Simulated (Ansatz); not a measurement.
System: sum formula AlN₃H₆ (charge 0, singlet). 
Coordinates optimised at B3LYP-D3(BJ)/def2-TZVP (Ansatz, a quantum-chemistry and plane-wave program):
SMILES: [NH2][Al]([NH2])[NH2]
```xyz
10

N     -1.0769    -1.4035     0.1364
Al     0.0000     0.0000     0.0000
N     -0.6731     1.6413     0.0344
N      1.7500    -0.2378    -0.1708
H     -0.7751    -2.3478     0.3127
H     -2.0796    -1.3725     0.0488
H     -1.6126     1.8743     0.3115
H     -0.1714     2.4764    -0.2203
H      2.4436     0.4847    -0.0674
H      2.1951    -1.1152    -0.3853
```

Basis-set convergence of Hartree-Fock and CCSD(T) correlation energies (hartree) with Ansatz. Valence correlation only, unless marked. Spin-orbit coupling is left out. Non-relativistic.

```json
[
 {"basis": "aug-cc-pV(D+d)Z", "functions": "155", "E(HF)": "-408.91391", "E(corr, CCSD(T))": "-0.67236"},
 {"basis": "aug-cc-pV(T+d)Z", "functions": "331", "E(HF)": "-408.97036", "E(corr, CCSD(T))": "-0.79852"},
 {"basis": "aug-cc-pV(Q+d)Z", "functions": "605", "E(HF)": "-408.98298", "E(corr, CCSD(T))": "-0.83650"}
]
```

Extrapolating the two largest sets (X = 3 and 4) as X^-3: E(corr) = (64·(-0.83650) - 27·(-0.79852))/37 = -0.8642 Eh, an estimate of the basis-set limit. The largest set recovers 96.8 % of it, the smallest 77.8 %.
